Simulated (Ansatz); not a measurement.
Consider the redistribution: `OC[SiH2][SiH3]` + `N[SiH2]C(F)[TeH]` → `OC[SiH2][TeH]` + `N[SiH2]C(F)[SiH3]`.

Gas-phase electronic energies from Ansatz, PBE0-D4/def2-TZVP geometries. CBS: MP2 limit from def2 TZ/QZ plus the TZ coupled-cluster correction, frozen cores. Functionals use def2-TZVPP. def2 core potentials past Kr. For Te outer-core shells are correlated without core-valence functions, which leaves a few kJ/mol of doubt a bond. Each species was taken in one conformer, which may not be the lowest.

`OC[SiH2][SiH3]`:

Z-matrix (Å, degrees):
```
C
Si 1 1.898
O 1 1.420 2 112.8
H 1 1.099 2 110.3 3 125.5
H 1 1.093 2 109.2 3 -118.0
Si 2 2.342 1 111.9 3 -176.7
H 2 1.488 1 110.0 3 60.5
H 2 1.494 1 107.7 3 -56.6
H 3 0.960 1 108.5 2 58.3
H 6 1.488 2 110.6 1 178.9
H 6 1.488 2 110.4 1 -60.9
H 6 1.489 2 110.4 1 58.7
```

`N[SiH2]C(F)[TeH]`:

Z-matrix (Å, degrees):
```
Si
C 1 1.900
N 1 1.707 2 112.7
H 1 1.486 2 108.6 3 -118.5
H 1 1.485 2 105.7 3 122.5
Te 2 2.151 1 110.2 3 -62.5
F 2 1.384 1 111.5 3 172.8
H 2 1.096 1 111.6 3 51.6
H 3 1.006 1 121.9 2 58.5
H 3 1.005 1 121.1 2 -95.5
H 6 1.660 2 93.1 1 -45.2
```

`OC[SiH2][TeH]`:

Cartesian coordinates in Å:
```
O -1.900 0.126 -0.431
C -0.779 0.773 0.140
Si 0.667 -0.385 0.533
Te 1.609 -1.540 -1.462
H -2.179 -0.584 0.154
H -0.453 1.527 -0.581
H -1.046 1.320 1.059
H 0.166 -1.495 1.390
H 1.720 0.371 1.265
H 2.196 -0.112 -2.066
```

`N[SiH2]C(F)[SiH3]`:

Z-matrix (Å, degrees):
```
Si
C 1 1.898
N 1 1.712 2 116.0
H 1 1.488 2 105.8 3 120.5
H 1 1.485 2 107.0 3 -120.3
Si 2 1.891 1 115.4 3 -56.7
F 2 1.412 1 108.6 3 65.5
H 2 1.100 1 108.1 3 -178.2
H 3 1.007 1 121.2 2 72.8
H 3 1.007 1 120.1 2 -74.5
H 6 1.488 2 108.0 1 -61.8
H 6 1.486 2 110.3 1 57.3
H 6 1.485 2 110.7 1 178.2
```

```csv
level,ΔE (kcal/mol)
ωB97X-V,-17.5
CCSD/def2-TZVPP,-17.2
```

Task: What does CCSD(T)/CBS give? (Best estimate.)

Result: Computed: -16.7 kcal/mol. The listed levels differ from it by -0.8, -0.5 kcal/mol.

Largest T1 diagnostic among the species: 0.012.

In def2-TZVPP, CCSD(T) changes the Hartree–Fock value by +4.9 kcal/mol (the triples alone add +0.9 kcal/mol) and MP2 by +3.3 kcal/mol. From PBE to PBE0 (25 % exact exchange), in def2-TZVPP and without D4, ΔE moves by −2.0 kcal/mol.
